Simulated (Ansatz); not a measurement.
Ga10As9H26⁻, a nanocrystal cut from wurtzite GaAs (hydrogen-capped), relaxed as a singlet with RKS PBE-D4/def2-SVP in Ansatz, starting from a model built from a lattice or polyhedron. Force threshold 0.03 eV/Å.

Single mean-field runs in def2-SVP are fitted with def2-universal-jkfit.

Start:

Cartesian coordinates in Å:
```
Ga 4.270 -0.314 0.132
As 4.089 0.925 2.236
Ga 2.267 -1.623 -3.064
As 0.750 -3.522 -2.999
As 2.103 -0.375 -0.981
Ga 0.461 -1.428 0.473
Ga 1.813 1.725 2.511
As 0.264 -0.167 2.584
Ga -1.526 -2.770 -2.700
As -1.724 -1.475 -0.626
Ga -3.338 -2.522 0.813
Ga -2.013 0.658 2.845
As -3.515 -1.294 2.932
Ga 1.412 1.922 -1.470
As 1.232 3.183 0.628
As -0.785 1.888 -2.584
Ga -2.440 0.831 -1.118
Ga -1.089 3.975 0.906
As -2.585 2.093 0.984
H 4.747 -1.771 0.436
H 5.313 0.345 -0.802
H 4.469 0.016 3.391
H 5.047 2.115 2.156
H 3.705 -2.120 -3.257
H 1.890 -0.712 -4.246
H 1.129 -4.433 -1.862
H 0.864 -4.308 -4.290
H 0.932 -2.886 0.773
H 1.696 2.536 3.804
H 0.647 -1.072 3.744
H -2.506 -3.922 -2.688
H -1.932 -1.834 -3.934
H -2.915 -3.998 1.118
H -4.724 -2.559 0.141
H -2.131 1.427 4.184
H -3.152 -2.196 4.068
H -4.954 -0.771 3.075
H 2.430 2.611 -2.374
H 2.168 4.369 0.575
H -0.661 1.117 -3.868
H -1.196 3.310 -2.916
H -3.834 0.801 -1.840
H -1.198 4.759 2.221
H -1.447 4.898 -0.262
H -4.034 2.568 1.151
```

```
step    energy (eV)  largest force component (eV/Å)  SCF passes
   1  -1071495.5913                           1.194          19
   2  -1071497.4860                           0.463          25
   3  -1071497.5648                           0.486          20
   4  -1071497.6488                           0.064          20
   5  -1071497.6628                           0.122          19
   6  -1071497.6671                           0.082          21
   7  -1071497.6681                           0.039          21
   8  -1071497.6689                           0.012          22
```

Force components are those of the run's own axes.

End:

```xyz
45

Ga    4.4156   -0.5138    0.0267
As    3.9897    0.8895    2.1320
Ga    2.4377   -1.4559   -3.2493
As    0.6509   -3.2225   -3.1278
As    2.1652   -0.4305   -0.9883
Ga    0.4890   -1.5486    0.4342
Ga    1.7572    1.8580    2.6820
As    0.2524   -0.0911    2.4857
Ga   -1.7926   -2.6856   -2.8631
As   -1.7344   -1.5628   -0.6330
Ga   -3.3899   -2.7795    0.7382
Ga   -2.0005    0.7683    3.0232
As   -3.4310   -1.2643    2.8082
Ga    1.6034    1.9006   -1.4417
As    1.1209    3.1339    0.6731
As   -0.6982    1.6508   -2.4092
Ga   -2.5817    0.6850   -1.0618
Ga   -1.1431    4.2013    0.8422
As   -2.4845    2.0872    0.9999
H     4.7749   -1.9503    0.5917
H     5.4540    0.3617   -0.7928
H     4.4341    0.1571    3.3998
H     4.9907    2.0398    2.2603
H     3.8515   -2.1689   -3.3645
H     1.9292   -0.4505   -4.3707
H     1.0353   -4.1968   -2.0173
H     0.8322   -4.2102   -4.2854
H     0.9511   -2.9874    0.9192
H     1.7210    2.6282    4.0639
H     0.6144   -0.9625    3.6901
H    -2.6055   -4.0464   -2.7742
H    -2.0936   -1.6204   -4.0040
H    -2.8306   -4.1576    1.2854
H    -4.8542   -2.6310    0.1465
H    -2.1490    1.5066    4.4149
H    -3.1983   -2.0582    4.0954
H    -4.8524   -0.8179    3.1577
H     2.5507    2.7259   -2.4044
H     2.1097    4.3009    0.6541
H    -0.5449    0.7439   -3.6252
H    -1.1331    2.9166   -3.1476
H    -3.9671    0.8328   -1.8130
H    -1.2515    5.0004    2.2073
H    -1.4659    4.8766   -0.5600
H    -3.9292    2.5475    1.2019
```

By distances, no bond broke or formed. The bond that changes most is Ga1–As2, from 2.45 to 2.57 Å (atoms count from 1).

No frequencies were taken in this run, so the end may be a saddle point.

It took 27 s on 11 threads of AMD EPYC 7R13 on a shared host and a whole NVIDIA H100 80GB HBM3.
